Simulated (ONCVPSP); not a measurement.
# What one change does to a pseudopotential (Ce (Z = 58), ONCV)

Ce, optimised norm-conserving Vanderbilt (ONCV), made with ONCVPSP 4.0.1 (PBEsol, scalar-relativistic). Core [Kr] 4d10, reference 4f1 5s2 5p6 5d1 6s2. Waves: 5s+6s: rc 2.90 bohr, ncon 5, nbas 9, qcut 4.9 1/bohr, 2 projectors; 5p: rc 1.90 bohr, ncon 4, nbas 8, qcut 3.6 1/bohr, 2 projectors, debl 0.4 Ha; 5d: rc 3.60 bohr, ncon 4, nbas 9, qcut 4.7 1/bohr, 2 projectors, debl 0.4 Ha; 4f: rc 1.80 bohr, ncon 5, nbas 10, qcut 9.9 1/bohr, 2 projectors, debl 1.2 Ha. Local part: polynomial inside 1.35 bohr (lpopt 1, dvloc0 4 Ha). Core correction: polynomial model core, fcfact 0.45.

In the p channel the program set the typed energies aside and used -0.854, 0.250 Ha.

Change: all radii but the core radius scaled by about 0.85 (s 2.48, p 1.62, d 3.08, f 1.54 bohr); local potential polynomial inside 1.16 bohr (lpopt 1, dvloc0 4 Ha).

Cutoffs: the cutoffs (Ha) at which the residual kinetic energy of the hardest occupied pseudo-wave falls to 1 and 0.1 mHa per electron; they do not see the model core or the augmentation charge, which bear on the density cutoff. Errors are all-electron minus pseudo energies relative to the spin-unpolarised reference configuration.

Q: How do hardness, ghosts and transferability respond?

A: The potential gets harder (42 Ha and 56 Ha → 63 Ha and 162 Ha); the lowest positive-energy flag moves from s at 69.4 eV to s at 24.3 eV; of the 4 tests that both files solve, the error grows in 1 and shrinks in 1 by more than 15 % and 0.3 meV (median size 5.1 → 5.3 meV); neither file shows a bound ghost. A smaller radius makes the pseudo-wave follow the all-electron one further in, where it bends more sharply, so more plane waves are needed.

```tsv
quantity	base	changed
cutoff, loose	42 Ha	63 Ha
cutoff, tight	56 Ha	162 Ha
loose cutoff by channel	s 7.6 Ha, p 42 Ha, d 6.0 Ha, f 42 Ha	s 9.2 Ha, p 63 Ha, d 6.3 Ha, f 50 Ha
bound ghosts	none	none
GHOST(+) flags under 300 eV	s at 69.4 eV	s at 24.3 eV, p at 140.0 eV
error for 4f1 5s2 5p6 5d1 6s1, meV [ΔE 6.10 eV]	-1.9	-1.6
error for 4f1 5s2 5p6 5d1 6s0, meV [ΔE 17.14 eV]	-8.3	-6.2
error for 4f1 5s2 5p6 5d0 6s0, meV [ΔE 36.28 eV]	+1.0	-4.4
error for 4f1 5s2 5p6 5d2 6s0, meV [ΔE 6.26 eV]	-14	-13
rms error of d²Exc/dni dnj with the model core, mHa	2.52	1.97
```
